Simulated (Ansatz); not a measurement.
`[NH2][GeH]([OH])[CH2]Cl` → `CCl` + `[NH2][Ge][OH]`  (germylene formation by 1,1-elimination)

Calculated with Ansatz (gas phase, PBE0-D4/def2-TZVP geometries, no zero-point term in ΔE). CCSD(T)/CBS adds triple-zeta CCSD(T) − MP2 to the extrapolated MP2 energy (def2 sets, frozen cores). This one scheme is used for every species. Functionals use def2-TZVPP. B3LYP here is the variant with VWN-RPA as its local correlation; programs differ in this. For Ge outer-core shells are correlated without core-valence functions, which leaves a few kJ/mol of doubt a bond. Scalar relativity is left out up to krypton. One conformer a species, not always the lowest.

| level | ΔE (kJ/mol) |
| --- | --- |
| r2SCAN-D4 | 28.2 |
| PBE0-D4 | 30.2 |
| ωB97X-V | 33.0 |
| PBE | 2.0 |
| B3LYP | -11.2 |
| CCSD(T)/def2-TZVPP | 38.9 |
| SCS-MP2/def2-QZVPP | 30.9 |
| MP2/CBS(def2) | 36.1 |

(1) What does CCSD(T)/CBS give? (Estimate.)

Largest T1 diagnostic among the species: 0.014.

Answers

(1) Computed: +28.1 kJ/mol. The listed levels differ from it by 0.1, 2.1, 4.9, -26.1, -39.3, 10.8, 2.8, 8.0 kJ/mol.

The D4 term adds +15.7 kJ/mol with B3LYP and +8.9 kJ/mol with PBE0; it sums over pairs of atoms, weighted by their polarisabilities, and B3LYP, whose exchange is more repulsive, gets the larger term. From PBE to PBE0 (25 % exact exchange), in def2-TZVPP and without D4, ΔE moves by +19.4 kJ/mol.
